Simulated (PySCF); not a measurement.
## Radial density of I³⁺ (iodine, charge +3)

UHF, [Kr] 4d10 5s2 5p2, high-spin 3P determinant. All numbers are calculated (PySCF 2.14, scalar relativity through the core potential, in aug-cc-pwCVTZ-PP with ECP28MDF (8s7p6d4f1g, 96 functions)). This is the valence pseudo-density: the core potential removes the inner electrons and smooths the orbitals near the nucleus.

```csv
r (bohr),4πr²ρ (e/bohr),4πr²(ρα − ρβ)
0.00215,1.484e-05,0.0000
0.00362,4.092e-05,0.0000
0.00608,0.0001079,0.0000
0.0102,0.0002568,0.0000
0.0172,0.0005157,0.0000
0.0289,0.0008992,0.0000
0.0487,0.001393,0.0000
0.0819,0.003699,0.0001
0.138,0.02674,0.0004
0.232,0.3488,0.0054
0.390,5.515,0.0933
0.655,26.47,0.2579
1.10,13.34,0.0852
1.85,3.436,1.3084
3.12,0.5312,0.3556
5.25,0.003429,0.0028
```

Energies and moments cover only the electrons outside the core potential.
